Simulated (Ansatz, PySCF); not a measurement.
Spin states of F2Ru (SMILES [F][Ru][F]), each relaxed with B3LYP-D3(BJ)/def2-TZVP.
State 1 (charge 0, multiplicity 5):
```
atom    x (Å)    y (Å)    z (Å)
----  -------  -------  -------
Ru    -0.0106   0.0161  -0.0231
F     -0.2406   1.4073  -1.2643
F      0.2179  -1.3761   1.2172
```
State 2 (charge 0, multiplicity 1):
| atom | x (Å) | y (Å) | z (Å) |
|---|---|---|---|
| Ru | 0.2282 | 0.1791 | 0.1155 |
| F | -0.3478 | 1.2520 | -1.2678 |
| F | 0.0863 | -1.3838 | 1.0820 |

```json
[
 {"level": "SVWN5/def2-TZVPP", "energy of the multiplicity-1 state less that of the multiplicity-5 state (kcal/mol)": "36.12", "cost": "×0.4"},
 {"level": "PBE/def2-TZVPP", "energy of the multiplicity-1 state less that of the multiplicity-5 state (kcal/mol)": "42.34", "cost": "×1"},
 {"level": "PBE-D4/def2-TZVPP", "energy of the multiplicity-1 state less that of the multiplicity-5 state (kcal/mol)": "42.32", "cost": "×1"},
 {"level": "BLYP/def2-TZVPP", "energy of the multiplicity-1 state less that of the multiplicity-5 state (kcal/mol)": "38.31", "cost": "×1"},
 {"level": "BLYP-D3(BJ)/def2-TZVPP", "energy of the multiplicity-1 state less that of the multiplicity-5 state (kcal/mol)": "38.30", "cost": "×1"},
 {"level": "BLYP-D4/def2-TZVPP", "energy of the multiplicity-1 state less that of the multiplicity-5 state (kcal/mol)": "38.28", "cost": "×1"},
 {"level": "r2SCAN-D4/def2-TZVPP", "energy of the multiplicity-1 state less that of the multiplicity-5 state (kcal/mol)": "57.19", "cost": "×2"},
 {"level": "B97M-V/def2-TZVPP", "energy of the multiplicity-1 state less that of the multiplicity-5 state (kcal/mol)": "53.57", "cost": "×3"},
 {"level": "r2SCANh/def2-TZVPP", "energy of the multiplicity-1 state less that of the multiplicity-5 state (kcal/mol)": "59.64", "cost": "×1"},
 {"level": "PBE0-D3(BJ)/def2-TZVPP", "energy of the multiplicity-1 state less that of the multiplicity-5 state (kcal/mol)": "50.56", "cost": "×0.7"},
 {"level": "BHLYP/def2-TZVPP", "energy of the multiplicity-1 state less that of the multiplicity-5 state (kcal/mol)": "52.08", "cost": "×0.8"},
 {"level": "BHLYP-D3(BJ)/def2-TZVPP", "energy of the multiplicity-1 state less that of the multiplicity-5 state (kcal/mol)": "52.06", "cost": "×0.8"},
 {"level": "CAM-B3LYP/def2-TZVPP", "energy of the multiplicity-1 state less that of the multiplicity-5 state (kcal/mol)": "45.52", "cost": "×0.9"},
 {"level": "CAM-B3LYP-D3(BJ)/def2-TZVPP", "energy of the multiplicity-1 state less that of the multiplicity-5 state (kcal/mol)": "45.52", "cost": "×0.9"},
 {"level": "wB97X-V/def2-TZVPP", "energy of the multiplicity-1 state less that of the multiplicity-5 state (kcal/mol)": "39.60", "cost": "×3"},
 {"level": "B2PLYP-D3(BJ)/def2-TZVPP", "energy of the multiplicity-1 state less that of the multiplicity-5 state (kcal/mol)": "47.47", "cost": "×0.8"},
 {"level": "CCSD/def2-SVP", "energy of the multiplicity-1 state less that of the multiplicity-5 state (kcal/mol)": "59.13", "cost": "-"},
 {"level": "CCSD/def2-TZVPP", "energy of the multiplicity-1 state less that of the multiplicity-5 state (kcal/mol)": "52.95", "cost": "-"},
 {"level": "CCSD(T)/def2-SVP", "energy of the multiplicity-1 state less that of the multiplicity-5 state (kcal/mol)": "54.23", "cost": "×0.7"},
 {"level": "CCSD(T)/CBS(def2-SVP, def2-TZVPP)", "energy of the multiplicity-1 state less that of the multiplicity-5 state (kcal/mol)": "45.94", "cost": "×4"}
]
```

The rows run from 36.12 (SVWN5/def2-TZVPP) to 59.64 kcal/mol (r2SCANh/def2-TZVPP). The dispersion term adds -0.02 in PBE-D4, -0.02 in BLYP-D3(BJ), -0.03 in BLYP-D4. The 8 functionals in def2-TZVPP without D3 or D4 span 23.52, from SVWN5 to r2SCANh.

Singlets are restricted, other states unrestricted; no spin–orbit coupling, no relativity up to Kr; see below for the cores. The largest T1 diagnostic is 0.034.

Correlated levels freeze the inner cores; with def2 sets outer-core shells near the valence are correlated too. CBS(a, b) extrapolates the correlation energy as X⁻³ and adds the Hartree–Fock energy of set b.

Doubts at one or more of the structures used: a restricted determinant that unrestricted orbitals would lower (B2PLYP-D3(BJ)/def2-TZVPP, CCSD/def2-SVP, CCSD/def2-TZVPP, CCSD(T)/def2-SVP, CCSD(T)/CBS(def2-SVP, def2-TZVPP)).

Codes used: Ansatz (Gaussian basis) for Hartree–Fock, density functionals and correlated methods; PySCF for the dispersion terms. Values without a source in brackets are computed. In def2 rows elements past Kr take small-core potentials, without spin–orbit coupling.

Costs are rough ratios of core time to PBE/def2-TZVPP (about 25 s over the structures, on one shared machine); a dash marks a level with no comparable run of its own.

Ansatz is a program for electronic structure.
